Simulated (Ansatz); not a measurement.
A further run on Zr₂P₂ (the lowest singlet isomer of a short search).

```yaml
crystal:
  periodic: [false, false, false]
  atoms:
    - {symbol: Zr, position_ang: [-0.658749, 0.749854, -1.030551]}
    - {symbol: Zr, position_ang: [0.299716, -1.309811, 0.502825]}
    - {symbol: P, position_ang: [1.672244, 0.245618, -0.715217]}
    - {symbol: P, position_ang: [-1.313211, 0.314338, 1.242954]}
basis:
  gaussian: {orbitals: def2-mTZVP}
hamiltonian: {xc: {name: wB97M-V}}
output: {forces: true}
```

```sh
$ ansatz run in.yaml --threads 4 --pin off --events-out ev --progress --plain --max-ram 3916MiB
```

It prints (some lines left out):

```
Functional definition: wB97M-V
1124 factors; integrals over basis functions are off by at most 2.2e-4 eV
350 factors; integrals over basis functions are off by at most 1.6e-5 eV
mean field evaluation 1: about -21125.2219 eV, gradient 4.0e1 eV
mean field evaluation 2: about -21120.3592 eV, gradient 6.1e1 eV
mean field evaluation 4: about -21130.8301 eV, gradient 4.1e0 eV
mean field evaluation 8: about -21131.0287 eV, gradient 6.1e-1 eV
mean field evaluation 16: about -21131.0834 eV, gradient 5.7e-2 eV
mean field evaluation 32: about -21130.9289 eV, gradient 2.3e0 eV
mean field -21131.08361112 eV, -776.5529995456 hartree, gradient 7.2e-5 eV, S^2 0.000000; 2 other end points of the search recorded, 0 dependent functions left out
reference -21131.08366491 eV, -776.5530015227 hartree; 27, 27 occupied and 83, 83 virtual orbitals, 1124 factors
Total energy: -21131.08366491 eV, -776.5530015227 hartree
Atom 0 at    -0.658749     0.749854    -1.030551 Å, force     0.186601    -0.197288     0.290820 eV/Å
Atom 1 at     0.299716    -1.309811     0.502825 Å, force    -0.077045     0.368155    -0.129787 eV/Å
Atom 2 at     1.672244     0.245618    -0.715217 Å, force    -0.078134    -0.084717    -0.065387 eV/Å
Atom 3 at    -1.313211     0.314338     1.242954 Å, force    -0.031422    -0.086150    -0.095646 eV/Å
Dipole moment:    -0.414591    -0.646614    -0.609399 e Å
```

Run time 17 s (4 threads of Arm Neoverse V2 on a shared host).

In the def2 sets Zr takes a core potential; there is no spin–orbit coupling. The restricted singlet is unstable towards broken spin symmetry at other levels; at RKS ωB97M-V/def2-mTZVP this wasn't settled.
